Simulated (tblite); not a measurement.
Compound: C₇H₁₁F.
Structure used (GFN2-xTB), in Å, numbered top down from 1:
```
atom  x, y, z in Å
C1     1.7591   -1.2894   -0.2321
C2     0.8991   -0.2972   -0.0942
C3     1.1128    1.1193   -0.5610
C4    -0.0229    1.9152    0.0829
C5    -1.1653    0.9051    0.1596
C6    -0.4673   -0.4035    0.5483
C7    -1.2654   -1.6309    0.1213
F8    -0.8387   -2.7574    0.7824
H9     2.7187   -1.1409   -0.6986
H10    1.5416   -2.2845    0.1140
H11    2.0985    1.4952   -0.2882
H12    1.0326    1.1567   -1.6505
H13   -0.2897    2.8034   -0.4879
H14    0.2632    2.2250    1.0894
H15   -1.9372    1.1949    0.8708
H16   -1.6270    0.7920   -0.8235
H17   -0.3451   -0.4494    1.6369
H18   -2.3255   -1.5113    0.3717
H19   -1.1513   -1.8331   -0.9487
```

All values are computed: GFN2-xTB (tblite) harmonic vibrations without scaling, gas phase. Against measured fundamentals such values can be off by several per cent, at times by over 20. One conformer, not necessarily the lowest.

Harmonic wavenumbers (cm⁻¹): 47.3, 99.2, 180.3, 214.4, 301.2, 363.0, 384.0, 516.4, 570.5, 585.8, 704.9, 792.6, 857.2, 897.3, 908.0, 933.1, 960.1, 995.0, 1019.5, 1038.4, 1072.1, 1090.6, 1119.5, 1139.4, 1175.9, 1206.9, 1214.6, 1233.2, 1254.7, 1286.0, 1289.3, 1317.5, 1324.9, 1339.0, 1417.5, 1443.7, 1467.5, 1487.5, 1499.0, 1738.6, 2922.1, 2933.9, 2948.7, 2953.5, 2975.1, 2990.5, 3002.1, 3008.8, 3013.5, 3105.9, 3139.1.

A = 3345, B = 1607, C = 1159 MHz; mass 114.084 u (most abundant isotopes); point group C1, symmetry number 1.

Q: Zero-point energy?

A: ½Σν̃ = 35739 cm⁻¹ = 102.18 kcal/mol.

Q: Entropy at 273.15 K, 1 bar (ideal gas, RRHO, classical rotation)?

A: Translation 39.70, rotation 28.08, vibration 17.98: S = 85.8 cal/(mol K).

Q: And Cp and H(273.15 K) − H(0)?

A: Cp = 29.30 cal/(mol K), of which vibrations give 21.36 (their classical limit is 51 R = 101.3); H(273.15 K) − H(0) = 4.85 kcal/mol without the zero-point energy, 2.68 from vibrations.

Q: What must be added to the electronic energy to get the Gibbs energy at 273.15 K and 1 bar?

A: ZPE + [H(273.15 K) − H(0)] − T·S = 102.18 + 4.85 − 23.42 = 83.61 kcal/mol.

Q: How do the functions run with temperature in this model?

A: 
```json
{"T (K)": "100", "S (cal/(mol K))": "65.3", "Cp (cal/(mol K))": "14.8", "H − H(0) (kcal/mol)": "1.12", "G − H(0) (kcal/mol)": "-5.41", "ln q(vib)": "1.13"}
{"T (K)": "200", "S (cal/(mol K))": "77.8", "Cp (cal/(mol K))": "22.4", "H − H(0) (kcal/mol)": "2.97", "G − H(0) (kcal/mol)": "-12.59", "ln q(vib)": "2.82"}
{"T (K)": "300", "S (cal/(mol K))": "88.6", "Cp (cal/(mol K))": "32.1", "H − H(0) (kcal/mol)": "5.67", "G − H(0) (kcal/mol)": "-20.91", "ln q(vib)": "4.60"}
{"T (K)": "500", "S (cal/(mol K))": "109.8", "Cp (cal/(mol K))": "51.9", "H − H(0) (kcal/mol)": "14.15", "G − H(0) (kcal/mol)": "-40.77", "ln q(vib)": "8.51"}
{"T (K)": "800", "S (cal/(mol K))": "138.9", "Cp (cal/(mol K))": "71.6", "H − H(0) (kcal/mol)": "32.95", "G − H(0) (kcal/mol)": "-78.20", "ln q(vib)": "14.78"}
{"T (K)": "1000", "S (cal/(mol K))": "155.9", "Cp (cal/(mol K))": "80.0", "H − H(0) (kcal/mol)": "48.15", "G − H(0) (kcal/mol)": "-107.71", "ln q(vib)": "18.90"}
```

q(vib) and H(0) count from the zero-point level.

Hindered rotation and anharmonicity are outside this model. Other conformers, if any are populated, would add a mixing term that is left out. The structure is chiral; the term R ln 2 for an equal mix with its mirror image is left out.

Time: 0.51 s. Hardware: an Arm Neoverse V2 with one thread, no GPU, on a shared host. This covers the Hessian and the dipole derivatives.
